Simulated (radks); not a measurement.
Results of a calculation; reference values are marked as such.
Question: Mean orbital radii <r> (bohr) of the ytterbium ion Yb17+, [Kr] 4d10 4f7, of relativity; Dirac values are averaged over j with weights 2j + 1. Spin-unpolarised spherical Kohn-Sham, BLYP, point nucleus unless stated (finite: rms radius 5.3108 fm), a radial shooting solver on a logarithmic mesh with Libxc functionals. A level marked "c x" has the speed of light scaled by that factor and shares open shells by 2j + 1; other Dirac levels either fill j = l - 1/2 first or share by 2j + 1.

| shell | non-rel. |
|---|---|
| 1s | 0.02165 |
| 2s | 0.09173 |
| 2p | 0.07767 |
| 3s | 0.2342 |
| 3p | 0.2240 |
| 3d | 0.1973 |
| 4s | 0.5135 |
| 4p | 0.5196 |
| 4d | 0.5307 |
| 4f | 0.5478 |

Give the values at the level "Dirac, c x 10".

Answer: 
shell  Dirac, c x 10  change of magnitude (%)
1s           0.02163                    -0.09
2s           0.09165                    -0.09
2p           0.07763                    -0.05
3s            0.2340                    -0.07
3p            0.2239                    -0.04
3d            0.1973                    -0.01
4s            0.5132                    -0.06
4p            0.5194                    -0.03
4d            0.5307                    0.00
4f            0.5479                    +0.01
